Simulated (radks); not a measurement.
Results of a calculation; reference values are marked as such.
These are the eigenvalues of the occupied orbitals of an atom or ion with whole-number occupations (eV). Level of theory: scalar-relativistic Kohn-Sham, PBE, spin-polarised, spherical densities, finite nucleus; Fermi nuclear charge, rms radius of each element as measured or else 0.836 A^(1/3) + 0.57 fm (a radial shooting solver on a logarithmic mesh with Libxc functionals).

1s down: -6998.258
1s up: -6998.252
2s up: -819.9475
2s down: -818.0918
2p up: -698.4635
2p down: -697.0582
3s up: -95.5571
3s down: -91.2746
3p up: -61.5624
3p down: -57.3690
3d up: -8.8915
4s up: -5.6302
3d down: -5.2093
4s down: -4.8511

Which element is it, and in what charge state? The configuration may be excited. Open shells, if any, are filled with parallel spins first.

Answer. Z = 26, iron, charge 0: Fe in [Ar] 3d6 4s2. The list shows which subshells hold electrons but not how many an open one holds; the 1s level, -257.18 hartree, gives Z - s = 22.7 by -(Z - s)^2/2, which with screening and relativity narrows Z to a few neighbours, and the depths of the outer levels then fix element, charge and occupations together.
